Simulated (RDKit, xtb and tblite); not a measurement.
Torsional profile of SMILES C(=O)c1cc(ccc1)C(=O)O. Scanned: dihedral O1–C2–C3–C4 and dihedral C6–C7–C8–O9; all other coordinates were relaxed at GFN2-xTB. Points at φ and −φ are mirror images. Heavy atoms are numbered in the order of the SMILES O=Cc1cccc(C(=O)O)c1, hydrogens after them in the order of the atoms that carry them; the mirror image has the same energies with the sign of each dihedral reversed.

Methods: GFN2-xTB (xtb and tblite); MMFF94 // GFN2-xTB (RDKit); UFF // GFN2-xTB (RDKit).

Energies in kJ/mol at chosen points (x: dihedral O1–C2–C3–C4 (°); y: dihedral C6–C7–C8–O9 (°)), relative to x = 0, y = 180:

| method | (90, 90) | (-60, -30) | (0, -60) | (-150, -90) | (-30, 60) | (-150, -30) | (30, 0) |
|---|---|---|---|---|---|---|---|
| GFN2-xTB | 38.6 | 19.0 | 11.5 | 21.0 | 16.2 | 8.5 | 4.7 |
| MMFF94 | 61.2 | 30.1 | 17.8 | 32.6 | 24.8 | 12.9 | 7.9 |
| UFF | 70.5 | 31.7 | 22.5 | 38.8 | 29.3 | 11.7 | 7.4 |
